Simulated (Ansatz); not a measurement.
`C[C+](C)c1ccccc1` at its PBE0-D4/def2-TZVP geometry, where that method's forces vanish. Charge 1, multiplicity 1.

```xyz
20

C     0.6916    2.2728   -0.4738
C    -0.1462    1.0788   -0.6817
C    -1.1648    1.2241   -1.7360
C     0.0138   -0.1034    0.0654
C     1.0614   -0.2289    1.0152
C     1.2208   -1.3877    1.7326
C     0.3308   -2.4442    1.5445
C    -0.7154   -2.3479    0.6280
C    -0.8681   -1.2017   -0.1109
H     1.4793    2.2545   -1.2423
H     0.1149    3.1790   -0.6718
H     1.1676    2.3421    0.4994
H    -0.7983    1.8808   -2.5282
H    -1.5264    0.2942   -2.1637
H    -2.0201    1.7543   -1.2902
H     1.7581    0.5833    1.1692
H     2.0303   -1.4804    2.4456
H     0.4541   -3.3549    2.1201
H    -1.4001   -3.1762    0.4970
H    -1.6832   -1.1386   -0.8183
```

Task: What forces (eV/Å) does PBE-D4/def2-TZVPP give on these atoms in Ansatz 0.2.0? (Estimate.)

Result: The calculation gave: 
```
C1  -0.054 -0.047  0.046
C2  -0.025  0.191 -0.122
C3   0.066 -0.050  0.016
C4  -0.003  0.014 -0.008
C5   0.113  0.169  0.006
C6   0.149 -0.049  0.149
C7   0.030 -0.225  0.144
C8  -0.118 -0.182 -0.003
C9  -0.141  0.042 -0.141
H10  0.168  0.037 -0.145
H11 -0.086  0.202 -0.057
H12  0.126  0.024  0.196
H13  0.039  0.150 -0.166
H14 -0.104 -0.189 -0.092
H15 -0.188  0.113  0.050
H16  0.150  0.185  0.032
H17  0.179 -0.023  0.158
H18  0.027 -0.196  0.124
H19 -0.151 -0.184 -0.027
H20 -0.178  0.019 -0.160
```
